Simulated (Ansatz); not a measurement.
Mulliken charges of GeH3O2 (`[O][GeH2][OH]`) radical from B3LYP/def2-TZVPP in Ansatz (PBE0-D4/def2-TZVP geometry).

```tsv
atom	x (Å)	y (Å)	z (Å)	charge (e)
O1	-1.694	-0.456	0.557	-0.328
Ge2	-0.250	0.169	-0.296	0.565
O3	1.186	0.124	0.735	-0.416
H4	-0.135	-0.796	-1.490	-0.008
H5	-0.447	1.647	-0.629	0.008
H6	1.382	-0.752	1.076	0.179
```

Question: By hand: the dipole of these point charges (1 e Å = 4.8032 D).

Answer: Σ q r = (0.166, 0.078, -0.456) e Å, of length 0.492 e Å = 2.36 D.

Question: How does the dipole of the full density compare? (Estimate.)

Answer: The calculation gave: (0.195, -0.096, -0.263) e Å, 1.64 D; the point charges give 1.44 times that, at 30° from its direction.

Point charges leave out the atoms' own dipoles, such as those of lone pairs, and Mulliken's split depends on the basis, so the two needn't agree.

B3LYP here is the variant with VWN-RPA as its local correlation; programs differ in this.
